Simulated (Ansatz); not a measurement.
Saddle search on SiNH8OF, singlet by partitioned rational-function steps on PBE0-D4/def2-TZVP gradients (Ansatz 0.2.0), from this start:

```csv
atom,x (Å),y (Å),z (Å)
Si1,0.2371,1.0372,-0.8494
H2,-0.7366,0.7895,0.5061
H3,-0.6255,0.3776,-1.8863
H4,-0.2982,2.4417,-0.7046
O5,1.7504,1.5785,-1.3654
H6,0.1120,-1.5113,0.7102
F7,1.0130,-0.4459,-0.2684
H8,-0.8938,-0.2335,0.9143
N9,-0.7747,-1.3856,1.2372
H10,2.3838,0.8542,-1.4139
H11,-0.6498,-1.5173,2.2395
H12,-1.5175,-1.9851,0.8808
```

```tsv
step	energy less the last (meV)	largest force (eV/Å)	curvature followed (eV/Å²)
1	24.1	0.385	-2.30
2	8.8	0.317	-2.29
3	25.4	0.578	-2.30
4	3.2	0.128	-2.29
5	2.0	0.070	-2.29
6	1.7	0.195	-2.29
7	2.3	0.252	-2.29
8	2.1	0.309	-2.30
9	1.0	0.192	-2.30
10	0.3	0.084	-2.37
11	0.2	0.062	-2.40
12	0.1	0.022	-2.40
13	0.1	0.032	-2.40
14	0.2	0.074	-2.40
15	0.1	0.068	-2.43
16	0.0	0.035	-2.54
17	0.0	0.018	-2.55
18	0.0	0.011	-2.58
```

The search ended at:

Si1  (0.248, 1.007, -0.821)
H2  (-0.562, 0.841, 0.610)
H3  (-0.628, 0.246, -1.766)
H4  (-0.385, 2.375, -0.804)
O5  (1.696, 1.618, -1.378)
H6  (0.058, -1.609, 0.685)
F7  (1.084, -0.436, -0.265)
H8  (-0.795, -0.216, 0.949)
N9  (-0.797, -1.372, 1.202)
H10  (2.391, 0.958, -1.419)
H11  (-0.705, -1.565, 2.192)
H12  (-1.605, -1.847, 0.816)
(Å)
